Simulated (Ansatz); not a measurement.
One change: `[CH3][Ga]([OH])[OH]` becomes `C[CH2][Ga]([OH])[OH]`.

Ansatz, PBE0-D4/def2-TZVP geometries, multiplicity 1. Each molecule was computed in one conformer, which needn't be the lowest.

Scalar relativity is left out up to krypton.

```tsv
property	`[CH3][Ga]([OH])[OH]`
HOMO energy (PBE/def2-TZVPP) / eV	-6.83
LUMO energy (PBE0/def2-TZVPP) / eV	-0.23
LUMO energy (ωB97M-V/def2-TZVPP) / eV	1.39
size of the dipole moment (ωB97M-V/def2-TZVPP) / D	0.56
HOMO–LUMO gap (B3LYP/def2-TZVPP) / eV	7.65
HOMO–LUMO gap (ωB97M-V/def2-TZVPP) / eV	12.41
```

(1) Give the same properties after the change, and the shifts. (An estimate is asked.)

Results:

(1) The calculation gave: 
| property | `C[CH2][Ga]([OH])[OH]` | shift |
| --- | --- | --- |
| HOMO energy (PBE/def2-TZVPP) / eV | -6.79 | 0.04 |
| LUMO energy (PBE0/def2-TZVPP) / eV | -0.22 | 0.01 |
| LUMO energy (ωB97M-V/def2-TZVPP) / eV | 1.38 | -0.01 |
| size of the dipole moment (ωB97M-V/def2-TZVPP) / D | 0.45 | -0.11 |
| HOMO–LUMO gap (B3LYP/def2-TZVPP) / eV | 7.46 | -0.19 |
| HOMO–LUMO gap (ωB97M-V/def2-TZVPP) / eV | 11.86 | -0.55 |

Dipoles are sizes alone; their direction can turn.

B3LYP here is the variant with VWN-RPA as its local correlation; programs differ in this.
